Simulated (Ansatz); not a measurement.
`C[O][Ti]([NH2])([NH2])[NH2]`, charge 0, multiplicity 1.

Give a relaxed structure at PBE0-D4/def2-TZVP (Ansatz 0.2.0). (An estimate is asked.)

Ansatz gave: 
Z-matrix (Å, degrees):
```
C
O 1 1.386
H 1 1.096 2 110.5
H 1 1.096 2 111.1 3 -120.3
H 1 1.096 2 110.3 3 119.5
Ti 2 1.782 1 158.1 3 101.1
N 6 1.893 2 112.7 1 7.2
N 6 1.893 2 110.5 1 125.8
N 6 1.895 2 110.7 1 -112.0
H 7 1.011 6 124.9 2 -53.6
H 7 1.009 6 124.5 2 119.6
H 8 1.010 6 124.4 2 138.0
H 8 1.011 6 124.1 2 -25.8
H 9 1.009 6 123.9 2 142.3
H 9 1.010 6 125.4 2 -29.3
```
This is one stationary point; other conformers may exist.
